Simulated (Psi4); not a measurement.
Cl2Mg, charge +1, doublet, at a GFN2-xTB geometry (such geometries of metal compounds can be far from the true shape) (a state made from the parent by changing its charge; the spin is typed, not shown lowest); B3LYP/def2-SVP (Psi4).

Here is a job for Psi4.
```
memory 2 GB

molecule {
1 2
Mg    0.00000000    0.00000000    0.00000000
Cl   -0.00000000   -0.00000000   -2.17107165
Cl    0.00000000    0.00000000    2.17107165
}

set {
  basis def2-svp
  reference uks
}

energy('b3lyp')
print_variables()
```

What the program printed (banner, timings and long lists left out):

```
   => Loading Basis Set <=

    Name: DEF2-SVP
    Role: ORBITAL
    Keyword: BASIS

         ---------------------------------------------------------
                                   SCF
               by Justin Turney, Rob Parrish, Andy Simmonett
                          and Daniel G. A. Smith
                              UKS Reference
         ---------------------------------------------------------

  ==> Geometry <==

    Molecular point group: d2h
    Full point group: D_inf_h

    Geometry (in Angstrom), charge = 1, multiplicity = 2:

       Center              X                  Y                   Z               Mass
    ------------   -----------------  -----------------  -----------------  -----------------
         MG           0.000000000000     0.000000000000     0.000000000000    23.985041697000
         CL           0.000000000000     0.000000000000    -2.171071650000    34.968852682000
         CL           0.000000000000     0.000000000000     2.171071650000    34.968852682000

  Running in d2h symmetry.

  Rotational constants: A = ************  B =      0.05114  C =      0.05114 [cm^-1]
  Rotational constants: A = ************  B =   1533.05419  C =   1533.05419 [MHz]
  Nuclear repulsion =  134.666402601302906

  Charge       = 1
  Multiplicity = 2
  Electrons    = 45
  Nalpha       = 23
  Nbeta        = 22

  ==> Algorithm <==

  SCF Algorithm Type is DF.
  DIIS enabled.
  MOM disabled.
  Fractional occupation disabled.
  Guess Type is SAD.
  Energy threshold   = 1.00e-06
  Density threshold  = 1.00e-06
  Integral threshold = 1.00e-12

  ==> Primary Basis <==

  Basis Set: DEF2-SVP
    Blend: DEF2-SVP
    Number of shells: 24
    Number of basis functions: 54
    Number of Cartesian functions: 57
    Spherical Harmonics?: true
    Max angular momentum: 2

  ==> DFT Potential <==

   => LibXC <=

    Version 7.1.2
    S. Lehtola, C. Steigemann, M. J. T. Oliveira, and M. A. L. Marques,  SoftwareX 7, 1–5 (2018) (10.1016/j.softx.2017.11.002)

   => Composite Functional: B3LYP <=

    B3LYP Hyb-GGA Exchange-Correlation Functional

    P. J. Stephens, F. J. Devlin, C. F. Chabalowski, and M. J. Frisch,  J. Phys. Chem. 98, 11623 (1994) (10.1021/j100096a001)

    Deriv               =              1
    GGA                 =           TRUE
    Meta                =          FALSE

    Exchange Hybrid     =           TRUE
    MP2 Hybrid          =          FALSE

   => Exchange Functionals <=

    0.0800   Slater exchange
[...]
   @S   Observed:                5.000000000E-01

    Orbital Energies [Eh]
    ---------------------

    Alpha Occupied:

[...]
    Alpha Virtual:

[...]
      12B1u    1.080673

    Beta Occupied:

[...]
       3B3u   -0.527493

    Beta Virtual:

[...]
    Final Occupation by Irrep:
             Ag   B1g   B2g   B3g    Au   B1u   B2u   B3u
    DOCC [     7,    0,    1,    2,    0,    6,    3,    3 ]
    SOCC [     0,    0,    1,    0,    0,    0,    0,    0 ]
    NA   [     7,    0,    2,    2,    0,    6,    3,    3 ]
    NB   [     7,    0,    1,    2,    0,    6,    3,    3 ]

  @DF-UKS Final Energy: -1119.91550451373087

   => Energetics <=

    Nuclear Repulsion Energy =            134.6664026013029059
    One-Electron Energy =               -1807.1888796368234580
    Two-Electron Energy =                 611.2157292061903036
    DFT Exchange-Correlation Energy =     -58.6087566844005394
    Empirical Dispersion Energy =           0.0000000000000000
    VV10 Nonlocal Energy =                  0.0000000000000000
    Total Energy =                      -1119.9155045137306388

  UHF NO Occupations:
  HONO-2 :    6B1u 1.9997941
  HONO-1 :    3B3u 1.9982595
  HONO-0 :    2B2g 1.0000000
  LUNO+0 :    4B3u 0.0017405
  LUNO+1 :    7B1u 0.0002059
  LUNO+2 :    8 Ag 0.0002051
  LUNO+3 :    9 Ag 0.0000629

Computation Completed

Properties will be evaluated at   0.000000,   0.000000,   0.000000 [a0]

Properties computed using the SCF density matrix

 Multipole Moments:

 ------------------------------------------------------------------------------------
     Multipole            Electronic (a.u.)      Nuclear  (a.u.)        Total (a.u.)
 ------------------------------------------------------------------------------------

 L = 1.  Multiply by 2.5417464519 to convert [e a0] to [Debye]
 Dipole X            :          0.0000000            0.0000000            0.0000000
 Dipole Y            :          0.0000000            0.0000000            0.0000000
 Dipole Z            :          0.0000000            0.0000000            0.0000000
 Magnitude           :                                                    0.0000000

 ------------------------------------------------------------------------------------

  Variable Map:
  ----------------------------------------------------------------------------
[...]
  Array Variable Map:
  ----------------------------------------------------------------------------
[...]
[...]
```
